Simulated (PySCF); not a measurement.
**Where the electron goes**

Species: C4H8Si.
Structure used (GFN2-xTB), in Å, numbered top down from 1:
```
atom  x, y, z in Å
C1     2.0818    0.0949   -0.1996
C2     0.7699    0.0794   -0.0419
C3    -0.2417   -0.8295   -0.7052
C4    -1.5258   -0.2836   -0.0428
Si5   -0.5336    1.0130    0.9642
H6     2.7095    0.7931    0.3296
H7     2.5900   -0.5893   -0.8648
H8    -0.2431   -0.7187   -1.7903
H9    -0.0604   -1.8809   -0.4788
H10   -2.0532   -1.0378    0.5373
H11   -2.2345    0.1160   -0.7649
H12   -0.5017    0.8255    2.4155
H13   -0.7614    2.4184    0.6241
```

Method: TDDFT PBE0/def2-SVPD, vertical, gas phase, core orbitals frozen in the response (PySCF 2.14.0, density-fitted response routines).

Kohn–Sham orbitals with the atoms that hold most of them (Löwdin shares over 4%, at most four atoms; ? is withheld):

| orbital | ε (eV) | atoms |
| --- | --- | --- |
| LUMO+2 | 0.70 | Si5 31%, C3 10%, C1 9%, C4 8% |
| LUMO+1 | 0.19 | Si5 37%, C4 12%, H13 12%, H12 12% |
| LUMO | -0.45 | ? |
| HOMO | -7.38 | C1 36%, C2 33%, C3 8%, Si5 5% |
| HOMO-1 | -8.04 | ? |
| HOMO-2 | -8.20 | C4 38%, Si5 25%, C2 12%, C1 5% |
| HOMO-3 | -9.68 | C3 29%, C4 27%, C2 12%, C1 12% |

Give the leading atoms of the HOMO-1.

C2 (bonded to 2 C and Si) 27%; Si5 (bonded to 2 C and 2 H) 20%; C3 (bonded to 2 C and 2 H) 17%; C1 (bonded to C and 2 H) 8%. By element: carbon 52% or more, silicon 20%.

Give the leading atoms of the LUMO.

C1 (bonded to C and 2 H) 28%; C2 (bonded to 2 C and Si) 28%; Si5 (bonded to 2 C and 2 H) 10%; C3 (bonded to 2 C and 2 H) 8%. By element: carbon 64% or more, silicon 10%.

How does S1 compare with the orbital gap of 6.93 eV?

S1 is at 5.99 eV (f = 0.0011), 0.94 eV below the gap, made of HOMO-1→LUMO (82%), HOMO-2→LUMO (13%). Its leading pair isn't HOMO and LUMO; the energies of that pair differ by 7.59 eV. Without the coupling terms of the response equations the lowest excitation would equal the gap.

One configuration dominates each of S1, S4, S5 and S7. Which, and how do the shares of the two leading atoms of either orbital change from the occupied to the empty one?

- S1 (5.99 eV, f 0.0011), HOMO-1→LUMO (82%): C2 27% → 28%, Si5 20% → 10%, C1 8% → 28%
- S4 (6.47 eV, f 0.290), HOMO→LUMO (95%): C1 36% → 28%, C2 33% → 28%
- S5 (6.87 eV, f 0.017), HOMO-1→LUMO+1 (92%): C2 27% → at most 12%, Si5 20% → 37%, C4 at most 9% → 12%
- S7 (7.30 eV, f 0.077), HOMO-2→LUMO+1 (88%): C4 38% → 12%, Si5 25% → 37%
